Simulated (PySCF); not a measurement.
All values below come from PySCF with PBE-D3(BJ)/def2-TZVP // r2SCAN-D4/def2-SVP. Gas-phase values, no solvent. One relaxed conformer stands for a flexible species; it need not be the lowest. 

Reference species: [Ti(OH)(H)3] (neutral, multiplicity 1).

The coordination number comes out as 4, the mean distance from the central atom to its bonded neighbours is 1.708 Å and the charge on the central atom (meta-Löwdin) comes out as 0.97 e. The HOMO comes out as -6.91 eV.

Changed species: [Ti(OH)3(H)] (1 of 4 OH replaced by H; the reference has 3 of 4 OH replaced by H).

Problem. Give the shifts of the coordination number, mean distance from the central atom to its bonded neighbours, charge on the central atom (meta-Löwdin) and HOMO.

Solution. the coordination number hardly moves; the mean distance from the central atom to its bonded neighbours increases by 0.052 Å, to 1.760 Å; the charge on the central atom (meta-Löwdin) goes up by 0.19 e, to 1.16 e; the HOMO increases by 0.36 eV, to -6.55 eV.
